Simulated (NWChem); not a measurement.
System meant: WHSO₂Cl; SMILES [O]=[W]([OH])(=[S])[Cl]

NWChem input:

```
start job
memory heap 200 mb stack 900 mb global 1100 mb
geometry units angstroms noautoz
  W      0.240421     0.065475     0.080953
  O      0.880501     0.125978     1.646951
  S     -1.106476     1.702765    -0.134302
  Cl    -0.903215    -1.885257    -0.175172
  O      1.647672     0.246942    -1.130955
  H      1.740399     0.835378    -1.889631
end
basis spherical
  W library def2-svp
  O library def2-svp
  S library def2-svp
  Cl library def2-svp
  H library def2-svp
end
ecp
  W library def2-ecp
end
dft
  xc b3lyp
  iterations 4
  mulliken
end
task dft energy
```

End of the output:

```
    Atom       Charge   Shell Charges
 -----------   ------   -------------------------------------------------------
    1 W   14    14.37   0.00  0.04  1.10  0.79  0.39  0.17  4.96  1.29  0.57  3.31  1.43  0.31
    2 O    8     8.18   1.98  0.98  0.69  2.70  1.81  0.02
    3 S   16    15.54   2.00  1.96  0.98  0.69  5.80  1.76  2.30  0.05
    4 Cl  17    16.91   2.00  1.96  1.04  0.74  5.82  2.31  3.03  0.02
    5 O    8     8.13   1.97  0.88  0.60  2.75  1.92  0.01
    6 H    1     0.87   0.53  0.15  0.18

 center of mass
 --------------
 x =   0.02956718 y =  -0.00558912 z =   0.02356201

 moments of inertia (a.u.)
 ------------------
        1038.503628208498           0.000000000000           0.000000000000
           0.000000000000         729.031273235272          -0.000000000000
           0.000000000000          -0.000000000000        1269.639443829188

     Multipole analysis of the density
     ---------------------------------

     L   x y z        total         alpha         beta         nuclear
     -   - - -        -----         -----         ----         -------
     0   0 0 0      0.000000    -32.000000    -32.000000     64.000000

     1   1 0 0     -0.634623     10.023108     10.023108    -20.680840
     1   0 1 0      1.080771      3.937394      3.937394     -6.794017
     1   0 0 1     -1.370964      1.970415      1.970415     -5.311794

     2   2 0 0    -44.553606   -139.296626   -139.296626    234.039646
     2   1 1 0     -0.891569      1.069393      1.069393     -3.030356
     2   1 0 1     -2.925418      2.371288      2.371288     -7.667994
     2   0 2 0    -43.234213   -215.867145   -215.867145    388.500076
     2   0 1 1     -2.934366      0.926655      0.926655     -4.787676
     2   0 0 2    -44.120296    -87.575548    -87.575548    131.030799

 ------------------------------------------------------------------------
 dft energy failed                                                                                  0
 ------------------------------------------------------------------------
 ------------------------------------------------------------------------
  current input line :
    26: task dft energy
 ------------------------------------------------------------------------
 ------------------------------------------------------------------------
 This type of error is most commonly associated with calculations not reaching convergence criteria
 ------------------------------------------------------------------------
 For more information see the NWChem manual at https://nwchemgit.github.io

0:dft energy failed:Received an Error in Communication
```

Problem. What is wrong, and how is it mended?

Solution. Convergence was not reached. Cause: the SCF was allowed too few iterations. This input runs:
```
start job
memory heap 200 mb stack 900 mb global 1100 mb
geometry units angstroms noautoz
  W      0.240421     0.065475     0.080953
  O      0.880501     0.125978     1.646951
  S     -1.106476     1.702765    -0.134302
  Cl    -0.903215    -1.885257    -0.175172
  O      1.647672     0.246942    -1.130955
  H      1.740399     0.835378    -1.889631
end
basis spherical
  W library def2-svp
  O library def2-svp
  S library def2-svp
  Cl library def2-svp
  H library def2-svp
end
ecp
  W library def2-ecp
end
dft
  xc b3lyp
  iterations 150
  mulliken
end
task dft energy
```
It converges to -1076.39875 Ha (B3LYP/def2-SVP with def2 effective core potentials on W).
